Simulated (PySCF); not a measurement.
# Computed structure and properties of [Gd(H2O)9]3+

System: [Gd(H2O)9]3+ (singlet in the valence; each metal's 4f electrons, 7 of them, lie in its core potential, out of spins and levels; a saddle point, relaxed within its symmetry); start: template (D3h). Method: PySCF 2.14.0, RKS PBE, Gd lcecp-1-SVP with ECP53, O def2-SVP, H def2-SVP; non-relativistic Hamiltonian with scalar-relativistic core potentials where named; density fitting; no spin-orbit coupling.

Input of the relaxation:

```python
mol = gto.M(atom='''
Gd     0.00000    -0.00000    -0.00000
O      1.78104     0.00002     1.80040
H      1.64858     0.00002     2.76140
H      2.74337     0.00004     1.67830
O     -0.89054     1.54241     1.80040
H     -0.82431     1.42770     2.76140
H     -1.37172     2.37581     1.67830
O     -0.89050    -1.54244     1.80040
H     -0.82427    -1.42773     2.76140
H     -1.37165    -2.37585     1.67830
O      1.78104     0.00002    -1.80040
H      2.74337     0.00004    -1.67830
H      1.64858     0.00002    -2.76140
O     -0.89054     1.54241    -1.80040
H     -1.37172     2.37581    -1.67830
H     -0.82431     1.42770    -2.76140
O     -0.89050    -1.54244    -1.80040
H     -1.37165    -2.37585    -1.67830
H     -0.82427    -1.42773    -2.76140
O      1.26622     2.19322    -0.00000
H      1.56122     2.70420     0.77000
H      1.56122     2.70420    -0.77000
O     -2.53249    -0.00003     0.00000
H     -3.12252    -0.00004     0.77000
H     -3.12252    -0.00004    -0.77000
O      1.26628    -2.19319     0.00000
H      1.56130    -2.70416     0.77000
H      1.56130    -2.70416    -0.77000''',
    basis={'Gd': 'lcecp-1-SVP', 'O': 'def2-SVP', 'H': 'def2-SVP'},
    ecp={'Gd': 'lcecp-1-SVP'},
    charge=3, spin=0)
mf = dft.RKS(mol, xc='PBE')
mf.grids.atom_grid = (50, 194)  # f atoms: unpruned, at least (60, 302)
mf = mf.density_fit()  # fitting sets: Gd AutoAux, O def2-universal-JKFIT, H def2-universal-JKFIT
mf.conv_tol = 1e-08; mf.max_cycle = 55
mf.kernel(dm0)  # dm0: converged density of the start geometry
# quasi-Newton relaxation in Cartesian coordinates to a largest gradient under 0.00045 Eh/bohr, steps kept in the point group
```

Run from Python with OMP_NUM_THREADS=4; the lines above give its settings. Where DIIS fails, smearing, a level shift and second-order steps follow.
It took 9.6 min on 4 threads of AMD EPYC (Zen 3), on a shared host, from the converged density of the start.

Course of the relaxation:

```tsv
step	energy above end (eV)	largest force component within the symmetry (eV/Å)
0	0.1213	0.700
1	0.0538	0.138
2	0.0342	0.136
3	0.0109	0.197
4	0.0029	0.115
5	0.0003	0.036
6	0.0001	0.008
7	0.0000	0.007
```

Relaxed geometry (D3h):

```xyz
28

Gd    0.0000    0.0000    0.0000
O     1.7650    0.0000    1.8246
H     1.7221    0.0000    2.8035
H     2.7276    0.0000    1.6370
O    -0.8825    1.5285    1.8246
H    -0.8610    1.4913    2.8035
H    -1.3638    2.3621    1.6370
O    -0.8825   -1.5285    1.8246
H    -0.8610   -1.4914    2.8035
H    -1.3638   -2.3622    1.6370
O     1.7650    0.0000   -1.8246
H     2.7276    0.0000   -1.6370
H     1.7221    0.0000   -2.8035
O    -0.8825    1.5285   -1.8246
H    -1.3638    2.3621   -1.6370
H    -0.8610    1.4913   -2.8035
O    -0.8825   -1.5285   -1.8246
H    -1.3638   -2.3622   -1.6370
H    -0.8610   -1.4914   -2.8035
O     1.2327    2.1352    0.0000
H     1.5284    2.6474    0.7808
H     1.5284    2.6474   -0.7808
O    -2.4655    0.0000    0.0000
H    -3.0569    0.0000    0.7808
H    -3.0569    0.0000   -0.7808
O     1.2328   -2.1352    0.0000
H     1.5285   -2.6473    0.7808
H     1.5285   -2.6473   -0.7808
```

```tsv
contact	Å
Gd1–O2 (H2O)	2.539
Gd1–O5 (H2O)	2.539
Gd1–O8 (H2O)	2.539
Gd1–O11 (H2O)	2.539
Gd1–O14 (H2O)	2.539
Gd1–O17 (H2O)	2.539
Gd1–O20 (H2O)	2.466
Gd1–O23 (H2O)	2.466
Gd1–O26 (H2O)	2.466
```

On the finer grid (75, 302):

```yaml
HOMO: -18.05 eV
LUMO: -11.61 eV
Dipole_about_the_centre_of_mass: 0.00 D
Set_of_Mulliken_populations_of_Gd1_outside_the_core_potential: s 2.31, p 6.63, d 1.52, f 0.05
D3_BJ_dispersion_energy_not_in_the_energies: -0.679 eV
```

```csv
atom,Mulliken (e),Löwdin (e),spin (e)
Gd1,0.49,0.37,0.00
O2,-0.24,-0.01,0.00
H3,0.25,0.15,0.00
H4,0.26,0.15,0.00
O5,-0.24,-0.01,0.00
H6,0.25,0.15,0.00
H7,0.26,0.15,0.00
O8,-0.24,-0.01,0.00
H9,0.25,0.15,0.00
H10,0.26,0.15,0.00
O11,-0.24,-0.01,0.00
H12,0.26,0.15,0.00
H13,0.25,0.15,0.00
O14,-0.24,-0.01,0.00
H15,0.26,0.15,0.00
H16,0.25,0.15,0.00
O17,-0.24,-0.01,0.00
H18,0.26,0.15,0.00
H19,0.25,0.15,0.00
O20,-0.24,0.00,0.00
H21,0.27,0.15,0.00
H22,0.27,0.15,0.00
O23,-0.24,0.00,0.00
H24,0.27,0.15,0.00
H25,0.27,0.15,0.00
O26,-0.24,0.00,0.00
H27,0.27,0.15,0.00
H28,0.27,0.15,0.00
```

The 4f levels lie in the core potential and are missing. Their spin isn't counted.

On the grid (50, 194), as all that follows. Harmonic modes: 7 unstable, so a saddle point once the symmetry is let go (counted below −25 cm⁻¹); lowest -321 cm⁻¹ (negative: unstable), highest 3738 cm⁻¹, zero-point energy 5.818 eV. These wavenumbers are uncertain by 10 to 30 cm⁻¹.

Taking off one H2O (charge 0, singlet; the rest: singlet) in vacuum, both parts rigid, costs 1.74 eV; the small basis without counterpoise inflates it. Parting with an electron moved from the ligand to the metal can be far cheaper, even downhill.

Rigid scan of H2O along the line from its metal:

(distance to O2 (Å), energy (eV)): (2.24, 0.252), (2.34, 0.095), (2.44, 0.021), (2.54, 0.000), (2.64, 0.014), (2.74, 0.049), (2.94, 0.151)

One start shape was tried, so this needn't be the lowest isomer.

An lcecp potential fixes the number of 4f electrons, so in runs with it no electron can move into or out of that shell.
